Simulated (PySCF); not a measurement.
C4H2Cl3F. Atoms are numbered in the order given.

```xyz
10

C     -1.1513     3.0685     0.0000
C     -0.4778     1.9501     0.0000
C      0.1972     0.8271     0.0000
Cl     1.9407     0.7890     0.0000
C     -0.4973    -0.5167     0.0000
F     -1.8287    -0.3350     0.0000
Cl    -0.0607    -1.4553     1.4680
Cl    -0.0607    -1.4553    -1.4680
H     -1.4462     3.5547     0.9372
H     -1.4462     3.5547    -0.9372
```

The structure is a stationary point at B3LYP-D3(BJ)/def2-SVP. This is a generated structure with no PubChem entry under its InChIKey; it may be hypothetical. The values are those of a single conformer.

Level of theory: PySCF with HF/def2-TZVP.

Symmetry labels are those of the subgroup Cs that the program uses (full group Cs).

Computed valence orbital energies around the gap with their symmetry:
```json
[
 {"orbital": "HOMO−7", "symmetry": "A\"", "energy (eV)": "-14.20"},
 {"orbital": "HOMO−6", "symmetry": "A'", "energy (eV)": "-13.85"},
 {"orbital": "HOMO−5", "symmetry": "A'", "energy (eV)": "-13.24"},
 {"orbital": "HOMO−4", "symmetry": "A'", "energy (eV)": "-12.78"},
 {"orbital": "HOMO−3", "symmetry": "A\"", "energy (eV)": "-12.78"},
 {"orbital": "HOMO−2", "symmetry": "A\"", "energy (eV)": "-12.40"},
 {"orbital": "HOMO−1", "symmetry": "A'", "energy (eV)": "-11.36"},
 {"orbital": "HOMO", "symmetry": "A\"", "energy (eV)": "-10.55"},
 {"orbital": "LUMO", "symmetry": "A'", "energy (eV)": "2.49"},
 {"orbital": "LUMO+1", "symmetry": "A\"", "energy (eV)": "2.88"},
 {"orbital": "LUMO+2", "symmetry": "A'", "energy (eV)": "3.98"},
 {"orbital": "LUMO+3", "symmetry": "A'", "energy (eV)": "4.16"}
]
```
